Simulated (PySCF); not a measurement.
## `O=S(=O)(F)C(F)(F)C(F)(F)F`, C$_{2}$F$_{6}$O$_{2}$S

Geometry:
| atom | x (Å) | y (Å) | z (Å) |
| --- | --- | --- | --- |
| O1 | 1.467 | -1.175 | 1.333 |
| S2 | 1.385 | -0.298 | 0.239 |
| O3 | 1.680 | -0.670 | -1.084 |
| F4 | 2.273 | 0.999 | 0.591 |
| C5 | -0.251 | 0.616 | 0.261 |
| F6 | -0.101 | 1.790 | -0.353 |
| F7 | -0.595 | 0.833 | 1.531 |
| C8 | -1.250 | -0.294 | -0.468 |
| F9 | -1.180 | -0.111 | -1.777 |
| F10 | -2.509 | -0.124 | -0.090 |
| F11 | -0.914 | -1.564 | -0.209 |

Method: PySCF 2.14.0, GIAO PBE/pcSseg-1 magnetisability, rotational g tensor and spin-rotation constants, non-relativistic, gas phase. Geometry: GFN2-xTB.

Give the nuclear spin-rotation constants along the inertial axes (H = +C I·J) beside the isotropic shieldings.

Rotational constants 1.5622, 0.8641, 0.7994 GHz. A star marks the isotopologue with that one atom substituted, in its own axes.
```csv
atom,isotope,Caa (kHz),Cbb (kHz),Ccc (kHz),mean (kHz),σ (ppm)
F4,19F,3.291,1.435,2.035,2.254,103.1
F6,19F,2.232,0.831,0.806,1.290,272.3
F7,19F,2.211,0.800,0.762,1.258,278.4
F9,19F,2.259,1.132,0.959,1.450,240.0
F10,19F,1.704,1.289,0.979,1.324,248.6
F11,19F,2.497,1.012,1.087,1.532,230.0
O1,17O*,-0.377,-0.239,-0.208,-0.275,79.1
S2,33S*,0.744,0.382,0.234,0.453,181.6
C5,13C*,0.515,0.259,0.240,0.338,54.6
C8,13C*,0.518,0.270,0.237,0.342,51.3
```
For the geometry as given, no vibrational averaging.
